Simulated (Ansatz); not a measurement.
A search over several starts for the lowest SCF solution of SiHF₃⁺ at the given spin, in a small basis.

```yaml
crystal:
  periodic: [false, false, false]
  atoms:
    - {symbol: Si, position_ang: [0.000347, -0.000488, 0.040755]}
    - {symbol: H, position_ang: [0.011141, -0.017904, 1.502286]}
    - {symbol: F, position_ang: [1.467842, 0.010535, -0.524927]}
    - {symbol: F, position_ang: [-0.743329, 1.278124, -0.493886]}
    - {symbol: F, position_ang: [-0.736000, -1.270256, -0.524228]}
basis:
  gaussian: {orbitals: def2-SVP}
total_charge: 1
magnetization: {spin_polarized: true, initial_magnetization: 1}
hamiltonian: {xc: pbe0, dispersion: d4}
output: {orbitals: {seedname: orbitals}}
```

```sh
$ ansatz run in.yaml --threads 4 --pin off --events-out ev --progress --plain --max-ram 3916MiB
```

It prints (some lines left out):

```
Functional definition: PBE0
601 factors; integrals over basis functions are off by at most 1.1e-3 eV
mean field evaluation 1: about -16002.7607 eV, gradient 6.1e1 eV
mean field evaluation 2: about -15968.5824 eV, gradient 1.2e2 eV
mean field evaluation 4: about -16015.1442 eV, gradient 4.0e0 eV
mean field evaluation 8: about -16015.2530 eV, gradient 5.1e-1 eV
mean field evaluation 16: about -16015.2540 eV, gradient 9.4e-5 eV
mean field evaluation 32: about -16015.0218 eV, gradient 1.8e0 eV
mean field -16015.25397496 eV, -588.5497280508 hartree, gradient 2.6e-5 eV, S^2 0.757565; 4 other end points of the search recorded, 0 dependent functions left out
reference -16015.25399285 eV, -588.5497287082 hartree; 21, 20 occupied and 44, 45 virtual orbitals, 601 factors
Total energy: -16015.30266785 eV, -588.5515174816 hartree
```

Hardware: 4 threads of Arm Neoverse V1 on a shared host. Wall time 1.4 s.
